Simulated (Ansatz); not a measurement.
Si$_{2}$, triplet, at a GFN2-xTB geometry; PBE/aug-cc-pVDZ (Ansatz, a quantum-chemistry and plane-wave program).

Ansatz was given this input:
Ansatz 0.2 input:
```yaml
crystal:
  periodic: [false, false, false]
  atoms:
    - {symbol: Si, position_ang: [-0.00000000, -0.00000000, -1.08705761]}
    - {symbol: Si, position_ang: [0.00000000, 0.00000000, 1.08705761]}
basis:
  gaussian:
    orbitals: aug-cc-pVDZ
hamiltonian:
  xc: pbe
magnetization: {spin_polarized: true, initial_magnetization: 2}
accuracy: high
```

What the program printed (banner, timings and long lists left out):

```
Functional definition: PBE
951 factors; integrals over basis functions are off by at most 3.3e-9 eV
mean field evaluation 1: about -15742.3817 eV, gradient 1.0e1 eV
mean field evaluation 2: about -15741.8122 eV, gradient 1.2e1 eV
mean field evaluation 4: about -15743.5091 eV, gradient 5.1e-1 eV
mean field evaluation 8: about -15743.5136 eV, gradient 3.3e-3 eV
mean field evaluation 16: about -15743.5136 eV, gradient 6.5e-7 eV
mean field evaluation 32: about -15743.5202 eV, gradient 2.3e-3 eV
mean field evaluation 64: about -15743.5135 eV, gradient 5.4e-2 eV
mean field -15743.52022115 eV, -578.5636967860 hartree, gradient 1.2e-8 eV, S^2 2.007945; 10 other end points of the search recorded, 0 dependent functions left out
reference -15743.52022535 eV, -578.5636969403 hartree; 15, 13 occupied and 39, 41 virtual orbitals, 951 factors
Total energy: -15743.52022535 eV, -578.5636969403 hartree
```
